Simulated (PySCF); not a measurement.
# Working out the ionisation energy of Ir²⁺

Ir²⁺ [Xe] 4f14 5d7 (4F) → Ir³⁺ [Xe] 4f14 5d6 (5D). Calculation: PySCF 2.14, in def2-TZVP with the def2 core potential (60 electrons) (6s4p3d1f, 40 functions); a scalar-relativistic core potential. Frozen: 5s2 5p6. Energies in hartree (1 hartree = 27.21139 eV):

```
             part  Ir²⁺ (lower)  Ir³⁺ (upper)
              UHF   -102.584781   -101.574165
MP2 opposite-spin     -0.058402     -0.027018
    MP2 same-spin     -0.040443     -0.034786
```

Task: What does Hartree-Fock give?

Result: (-101.574165) − (-102.584781) = 1.010616 hartree = 27.500 eV.

Task: What do MP2 and SCS-MP2 (6/5 opposite-spin, 1/3 same-spin) give?

Result: The opposite-spin parts differ by 0.854 eV and the same-spin parts by 0.154 eV. MP2: 27.500 + (0.854) + (0.154) = 28.508 eV. SCS-MP2: 27.500 + 1.2 × (0.854) + (0.154)/3 = 28.576 eV.

Reference: 28 ± 1.6 eV (theoretical estimate listed by NIST; NIST Atomic Spectra Database, ionization energies), between the lowest levels; spin-orbit coupling is absent from the calculation.

What remains against the reference includes basis incompleteness, the frozen core and correlation beyond second order.
